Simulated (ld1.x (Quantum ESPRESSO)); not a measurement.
Ru: variants of one TM semilocal potential

Base potential:

- Element: Ru (Z = 44)
- Generator: ld1.x (Quantum ESPRESSO) 7.5
- Type: norm-conserving Troullier–Martins (semilocal form)
- Functional: LDA (PZ)
- Relativity: non-relativistic
- Frozen core: [Ar] 3d10
- Valence charge: 16
- Reference configuration: 4s2 4p6 4d7 5s0.75 5p0.25
- Partial waves: 4s (bound): rc 1.00 bohr; 4d (bound): rc 2.20 bohr; 4p (bound): rc 1.25 bohr
- Local potential: the p channel
- Core correction: a·sin(br)/r model core inside 0.70 bohr

Occupied shells without a wave of their own: 5p, 5s. They enter only through the test configuration that unscreens the potential, and ld1.x also counts them in the model core charge.

All-electron outer shells of the reference configuration (LDA (PZ), non-relativistic, ld1.x):

```tsv
shell	level (eV)	outermost node (bohr)	outermost maximum (bohr)
3d	-277.84	–	0.30
4s	-71.92	0.50	0.94
4p	-45.78	0.49	0.99
4d	-6.11	0.48	1.21
5s	-4.44	1.27	2.80
5p	-1.28	1.42	3.87
```

Cutoffs, loose and tight: the cutoffs (Ry, on a coarse ladder) from which the occupation-weighted sum of valence levels, in a spherical-Bessel basis at the reference potential, stays within 10 and 1 mRy of its value at 400 Ry. They do not see the model core or the augmentation charge, which bear on the density cutoff. Test errors are all-electron minus pseudo excitation energies from the reference, over the configurations 4s2 4p6 4d7 5s1 5p0; 4s2 4p6 4d7 5s0 5p0; 4s2 4p6 4d6 5s0 5p0; 4s2 4p6 4d4 5s0 5p0; 4s2 4p5 4d7 5s1 5p0; 4s2 4p6 4d8 5s0 5p0; 4s2 4p6 4d6 5s2 5p0 (two spin-polarised tests are not counted in the largest error). A dash means not determined; rows that change the core or the reference have their own tests.

With those shells counted twice in exchange and correlation these files are broken, and their errors move erratically; no question is asked of them.

A semilocal file is local in each channel, so a ghost entry of none says nothing of the separable form that plane-wave codes build from it.

| change | outcome | cutoff, loose | cutoff, tight | bound ghosts | largest test error (meV) |
| --- | --- | --- | --- | --- | --- |
| base | generated | 120 Ry | 200 Ry | none | -777 |
| all radii but the core radius scaled by about 0.79 (s 0.78, p 0.98, d 1.74 bohr) | generated, misses its reference levels by 0.31 eV | over 300 Ry | over 300 Ry | none | -1542 |
| all radii but the core radius scaled by about 0.88 (s 0.88, p 1.10, d 1.92 bohr) | generated | 200 Ry | over 300 Ry | none | -879 |
| all radii but the core radius scaled by about 1.04 (s 1.04, p 1.30, d 2.28 bohr) | generated | 110 Ry | 200 Ry | none | -774 |
| all radii but the core radius scaled by about 1.10 (s 1.10, p 1.38, d 2.42 bohr) | generated | 110 Ry | 200 Ry | none | -762 |
| all radii but the core radius scaled by about 1.24 (s 1.24, p 1.54, d 2.72 bohr) | generated | 90 Ry | 160 Ry | none | -864 |
| all radii but the core radius scaled by about 1.33 (s 1.34, p 1.66, d 2.94 bohr) | generated, misses its reference levels by 0.24 eV | 80 Ry | 140 Ry | none | -892 |

Reading the sweep of the scale of all radii but the core radius (base = 1) (base included, trends over the rows without a ghost): The loose cutoff falls from 200 Ry at 0.88 to 80 Ry at 1.33. A larger radius leaves more room for a smooth pseudo-wave, so fewer plane waves are needed; a smaller one forces it to follow the all-electron wave where it bends sharply. The median size of the test errors (rows with all tests solved) is not monotonic: lowest 91.7 meV at 1, highest 442.4 meV at 0.79.
